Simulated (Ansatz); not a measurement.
Start from `CB(C)CCl` and change one atom or group to get `CB(C)[SeH]`.

Ansatz, PBE0-D4/def2-TZVP geometries, multiplicity 1. Each molecule was computed in one conformer, which needn't be the lowest.

Scalar relativity is left out up to krypton. Spin–orbit coupling is left out; it splits and shifts lone-pair levels of the heavy atoms by tenths of an eV.

```
                                        property  `CB(C)CCl`
            HOMO–LUMO gap (PBE0/def2-TZVPP) / eV        7.42
             HOMO energy (B3LYP/def2-TZVPP) / eV       -7.88
             LUMO energy (B3LYP/def2-TZVPP) / eV       -0.90
              LUMO energy (PBE0/def2-TZVPP) / eV       -0.68
size of the dipole moment (B3LYP/def2-TZVPP) / D        1.72
           HOMO–LUMO gap (B3LYP/def2-TZVPP) / eV        6.98
```

**Question.** What does the change do to each property? (Estimate.)

**Answer.** The calculation gave: 
| property | `CB(C)[SeH]` | shift |
| --- | --- | --- |
| HOMO–LUMO gap (PBE0/def2-TZVPP) / eV | 6.79 | -0.63 |
| HOMO energy (B3LYP/def2-TZVPP) / eV | -7.08 | 0.80 |
| LUMO energy (B3LYP/def2-TZVPP) / eV | -0.70 | 0.20 |
| LUMO energy (PBE0/def2-TZVPP) / eV | -0.52 | 0.16 |
| size of the dipole moment (B3LYP/def2-TZVPP) / D | 1.11 | -0.61 |
| HOMO–LUMO gap (B3LYP/def2-TZVPP) / eV | 6.38 | -0.60 |

With PBE0 the HOMO rises by 0.79 eV and the LUMO rises by 0.16 eV, so the gap narrows by about 0.63 eV. PBE moves the HOMO by 0.52 eV and ωB97M-V by 0.91 eV. Dipoles are sizes alone; their direction can turn.

B3LYP here is the variant with VWN-RPA as its local correlation; programs differ in this.
